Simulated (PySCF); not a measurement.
# Basis-set dependence of GeTe⁺ at PBE

PySCF, UKS reference; doublet, unpaired electrons π ↑; De to Ge⁺ + Te without counterpoise correction.

```csv
basis,relativity,functions,Re (Å),ωe (cm⁻¹),De (eV),μ (D)
cc-pVDZ-PP,scalar-relativistic core potentials,46,2.532,254,3.62,-2.83
def2-SVP,scalar-relativistic core potentials,58,2.525,257,3.69,-2.55
def2-TZVPPD,scalar-relativistic core potentials,113,2.517,256,3.70,-2.48
```

Task: How does each smaller set differ from the one with most functions, def2-TZVPPD?

Result: cc-pVDZ-PP: +1.5 pm, -0.8 % in ωe, -0.08 eV in De; def2-SVP: +0.8 pm, +0.4 % in ωe, -0.01 eV in De. All at PBE; the set with most functions is neither the basis-set limit nor always the best.

A positive dipole points towards Te; it is taken about the centre of mass and depends on that origin. Spin–orbit coupling is left out, which matters for elements this heavy, above all for dissociation energies. For an ion De counts to the pair picked by the measured ionisation energies or electron affinities, which need not be the lowest pair at this level. The state is the lowest determinant that a PBE0 search found; another state may lie lower at other levels.
